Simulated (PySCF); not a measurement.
# Polarisability of `FC[CH+]c1ccccc1`

Compound: C₈H₈F (charge +1).
Structure used (GFN2-xTB), in Å, numbered top down from 1:
```xyz
17
C8H8F angstrom
F      2.492   -1.558    0.560
C      2.731   -0.390   -0.081
C      1.563    0.418   -0.413
C      0.220    0.211   -0.161
C     -0.708    1.209   -0.609
C     -2.050    1.075   -0.367
C     -2.526   -0.046    0.322
C     -1.648   -1.040    0.761
C     -0.300   -0.930    0.531
H      3.419    0.201    0.550
H      3.294   -0.625   -1.002
H      1.833    1.330   -0.938
H     -0.332    2.072   -1.138
H     -2.743    1.831   -0.703
H     -3.584   -0.143    0.516
H     -2.036   -1.900    1.285
H      0.367   -1.703    0.877
```

Level: CAM-B3LYP/def2-SVPD (PySCF), static field, nuclei fixed, core orbitals frozen in the response. The polarisability tensor in these axes (au):

```
x   145.78  -2.89  -9.18
y    -2.89  79.79 -15.77
z    -9.18 -15.77  60.62
```

Question: Give the principal values, the mean and the anisotropy Δα = √{½[(α1 − α2)² + (α2 − α3)² + (α1 − α3)²]}.

Answer: Principal values 50.81, 88.59 and 146.78 au; mean 95.40 au = 14.14 Å³ = 15.73 × 10⁻⁴⁰ C²·m²/J; Δα = 83.73 au (88 % of the mean).

Question: In TDDFT the mean static polarisability is Σ f/ω² over all singlet excitations (ω in hartree). How much of it do the 8 lowest give? Their energies (eV) and oscillator strengths: 3.32, 0.0306; 4.57, 0.5328; 4.76, 0.0001; 5.43, 0.0000; 6.08, 0.0228; 6.16, 0.0013; 6.82, 0.0414; 6.90, 0.1715.

Answer: They add up to 24.75 au, 25.9 % of the 95.40 au; the largest single term is 18.88 au, from the state at 4.57 eV. Terms in order: 2.06, 18.88, 0.00, 0.00, 0.46, 0.03, 0.66, 2.67 au. Higher excitations give the rest. The strengths listed sum to 0.800.

Question: Directions of the eigenvectors, and the extent of the frame along each?

Answer: Largest value along (0.99, -0.02, -0.10), where the nuclei span 7.01 Å; middle along (-0.03, 0.88, -0.48), 4.59 Å; least along (0.10, 0.48, 0.87), 1.76 Å. The response follows the extents in order.

Question: Give the eigenvalues of the traceless quadrupole moment Θ = ½Σq(3rr − r²1), origin at the centre of nuclear charge.

Answer: -21.85, -6.38, 28.23 D·Å. The values depend on the origin, since the species is charged. The electronic extent ⟨r²⟩ about the same centre is 1277 bohr², a root-mean-square distance of 2.36 Å for the 64 electrons.

Question: What depolarisation ratio follows for Rayleigh scattering of linearly polarised light, taking the static tensor?

Answer: ρ = 3Δα²/(45ᾱ² + 4Δα²) = 21032.8/(409519 + 28043.7) = 0.0481.

The structure is a single GFN2-xTB conformer in the gas phase; no vibrational or solvent corrections.
